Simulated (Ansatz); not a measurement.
Wavefunction ladder for CH$_{6}$O$_{3}$Si$_{2}$ (`O[Si]1(O[SiH3])CO1`)

Cartesian coordinates in Å:
```
O 0.7749 1.1109 2.0494
Si 0.2190 0.1190 0.8948
O 0.1348 1.0134 -0.4359
Si -0.4153 1.0211 -1.9860
C 0.3168 -1.6677 0.8949
O -0.9744 -0.9394 1.2442
H 0.7644 0.7714 2.9461
H -1.8116 1.5190 -2.0137
H -0.3628 -0.3514 -2.5513
H 0.4614 1.9215 -2.7709
H 0.6864 -2.2516 1.7357
H 0.2064 -2.2662 -0.0074
```

Charge 0, multiplicity 1. The structure was optimised at the PBE0-D4/def2-TZVP level. It is one conformer, not always the lowest. Frozen core, restricted reference, Ansatz. CBS rows extrapolate triple and quadruple zeta; past MP2 they add the triple-zeta difference.

| basis | HF (Eh) | MP2 corr. | CCSD corr. | (T) | CCSD(T) total |
| --- | --- | --- | --- | --- | --- |
| def2-TZVPP | -844.09870 | -1.10768 | -1.14231 | -0.04327 | -845.28428 |
| def2-QZVPP | -844.13104 | -1.19476 | – | – | – |
| CBS(def2) | -844.13550 | -1.25927 | -1.29390 | as TZ | -845.47267 |
